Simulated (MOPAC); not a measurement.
Input file for MOPAC: PM6 on BeS-, 2S+1 = 2, a spin state set in the input, which need not be the lowest, a point of a bond scan (R = 1.732 Å). Charge -1.

```
PM6 1SCF PRECISE CHARGE=-1 UHF MS=0.5 THREADS=1
BeS

Be     0.00000000 1     0.00000000 1     0.00000000 1
S      0.00000000 1     0.00000000 1     1.73178100 1
```

The log:

```
*******************************************************************************
 **                                                                           **
 **                              MOPAC v23.2.5                                **
 **                                                                           **
 *******************************************************************************
 ** MOPAC's Digital Object Identifier: https://doi.org/10.5281/zenodo.6511958 **
 **                                                                           **
 ** Please cite the open-source release paper for use of this MOPAC version:  **
 ** J. E. Moussa and J. J. P. Stewart (2026)                                  **
 ** MOPAC: An open-source semiempirical molecular orbital program             **
 ** J. Open Source Softw., 11(119), 8025, https://doi.org/10.21105/joss.08025 **
 *******************************************************************************

                              PM6 CALCULATION RESULTS

 *******************************************************************************
 *  PM6        - The PM6 Hamiltonian to be used
 *  UHF        - UNRESTRICTED HARTREE-FOCK CALCULATION
 *
 *
 *
 *                 CHARGE ON SYSTEM = -1
 *
 *
 *
 *  MS=        - IN MECI, MAGNETIC COMPONENT OF SPIN =  0.5
 *  PRECISE    - TIGHTER CRITERIA TO BE USED
 *  1SCF       - DO 1 SCF AND THEN STOP
 *  THREADS=1  - MULTI-THREADING NOT USED
 *  T=         - A TIME OF 172800.0 SECONDS REQUESTED
 *  DUMP=N     - RESTART FILE WRITTEN EVERY 7200.0 SECONDS REQUESTED
 *******************************************************************************
PM6 1SCF PRECISE CHARGE=-1 UHF MS=0.5 THREADS=1
 BeS

   ATOM   CHEMICAL          X               Y               Z
  NUMBER   SYMBOL      (ANGSTROMS)     (ANGSTROMS)     (ANGSTROMS)

     1      Be          0.00000000  *   0.00000000  *   0.00000000  *
     2       S          0.00000000  *   0.00000000  *   1.73178100  *



          CARTESIAN COORDINATES

    NO.       ATOM           X           Y           Z

     1        Be          0.0000      0.0000      0.0000
     2         S          0.0000      0.0000      1.7318

 General Reference for PM6:
 "Optimization of Parameters for Semiempirical Methods V: Modification of NDDO Approximations
 and Application to 70 Elements", J. J. P. Stewart, J. Mol. Mod., 13, 1173-1213 (2007)
 URL: https://link.springer.com/article/10.1007/s00894-007-0233-4

           Empirical Formula: Be S  =     2 atoms



      MOLECULAR POINT GROUP   :   C*v


          UHF CALCULATION, NO. OF ALPHA ELECTRONS =    5
                           NO. OF BETA  ELECTRONS =    4

 -------------------------------------------------------------------------------
 PM6 1SCF PRECISE CHARGE=-1 UHF MS=0.5 THREADS=1
 BeS



     1SCF WAS SPECIFIED, SO BFGS WAS NOT USED
     SCF FIELD WAS ACHIEVED


                              PM6 CALCULATION
                                                       MOPAC v23.2.5 Linux




          FINAL HEAT OF FORMATION =         24.47871 KCAL/MOL =     102.41891 KJ/MOL


          COSMO AREA              =         82.79 SQUARE ANGSTROMS
          COSMO VOLUME            =         67.64 CUBIC ANGSTROMS

          IONIZATION POTENTIAL    =          3.072786 EV
          ALPHA SOMO LUMO (EV)    =         -3.096  8.455
          BETA  SOMO LUMO (EV)    =         -3.073  6.715
          NO. OF ALPHA ELECTRONS  =          5
          NO. OF BETA  ELECTRONS  =          4
          MOLECULAR WEIGHT        =         41.0722         POINT GROUP:  C*v

          MOLECULAR DIMENSIONS (Angstroms)

            Atom       Atom       Distance
            S     2   Be     1     1.73178
            S     2   Be     1     0.00000
           Be     1    S     2     0.00000


          SCF CALCULATIONS        =          1





   ATOM   CHEMICAL          X               Y               Z
  NUMBER   SYMBOL      (ANGSTROMS)     (ANGSTROMS)     (ANGSTROMS)

     1      Be          0.00000000  *   0.00000000  *   0.00000000  *
     2       S          0.00000000  *   0.00000000  *   1.73178100  *

                             CARTESIAN COORDINATES

   1   Be        0.000000000     0.000000000     0.000000000
   2    S        0.000000000     0.000000000     1.731781000


           Empirical Formula: Be S  =     2 atoms



      MOLECULAR POINT GROUP   :   C*v


          ALPHA EIGENVALUES
 -24.48278  -4.79363  -3.34662  -3.09581  -3.09581   8.45494   8.72891   8.72891
   9.38093   9.38093  10.13312  10.13312  10.39403


           BETA EIGENVALUES
 -24.27910  -4.60310  -3.07279  -3.07279   6.71480   8.71231   8.87514   8.87514
   9.38527   9.38527  10.63205  10.63205  11.26635


              NET ATOMIC CHARGES AND DIPOLE CONTRIBUTIONS

  ATOM NO.   TYPE          CHARGE      No. of ELECS.   s-Pop       p-Pop       d-Pop
    1         Be           0.273165        1.7268     0.93883     0.78801
    2          S          -1.273165        7.2732     1.94812     5.27218     0.05287
 DIPOLE           X         Y         Z       TOTAL
 POINT-CHG.     0.000     0.000    -4.097     4.097
 HYBRID         0.000    -0.000     2.037     2.037
 SUM            0.000    -0.000    -2.060     2.060


          ATOMIC ORBITAL ELECTRON POPULATIONS

     Atom    s        px        py        pz      x^2-y^2     xz        z^2       yz        xy
    1 Be   0.93883   0.09748   0.09748   0.59306
    2  S   1.94812   1.89086   1.89086   1.49046   0.00000   0.01167   0.02954   0.01167   0.00000


                    (SZ)    =    0.500000
                    (S**2)  =    0.752395


          ATOMIC ORBITAL SPIN POPULATIONS

    Atom   Total    s     px     py     pz   x^2-y^2  xz     z^2    yz     xy
         Atomic
    1 Be  0.9471  0.506  0.007  0.007  0.427
    2  S  0.0529 -0.002 -0.008 -0.008  0.067  0.000  0.000  0.002  0.000  0.000

 **********************
 *                    *
 * JOB ENDED NORMALLY *
 *                    *
 **********************




 == MOPAC DONE ==
```

The run finished.

Cost: about 0.020 core-seconds (a rough figure).
